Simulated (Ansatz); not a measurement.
Job for Ansatz (a quantum-chemistry and plane-wave program): R-B3LYP/def2-TZVPPD on CH5IS (a complex), monomers drawn apart or pushed together. Elements past Kr take the def2 small-core potentials; no spin–orbit coupling. Files ending in .json are basis or fitting sets from the Basis Set Exchange.

Ansatz 0.2 input:
```yaml
crystal:
  periodic: [false, false, false]
  atoms:
    - {symbol: S, position_ang: [-0.14422109, -0.46618844, -0.68130623]}
    - {symbol: H, position_ang: [-0.54897267, -1.74027228, -0.80640901]}
    - {symbol: H, position_ang: [-0.89930460, -0.27559249, 0.41601608]}
    - {symbol: C, position_ang: [0.81688339, -1.40366933, 5.34483341]}
    - {symbol: I, position_ang: [-1.25323192, -1.01528212, 5.81540564]}
    - {symbol: H, position_ang: [1.03931371, -2.40904093, 5.68299826]}
    - {symbol: H, position_ang: [0.91789821, -1.30658630, 4.26924078]}
    - {symbol: H, position_ang: [1.40848449, -0.66552231, 5.87374262]}
basis:
  gaussian:
    orbitals: def2-TZVPPD.json
hamiltonian:
  xc: {name: B3LYP}
scf: {lower_state_search: off}
```

Q: Predict the final total energy.

A: -737.1635 hartree.
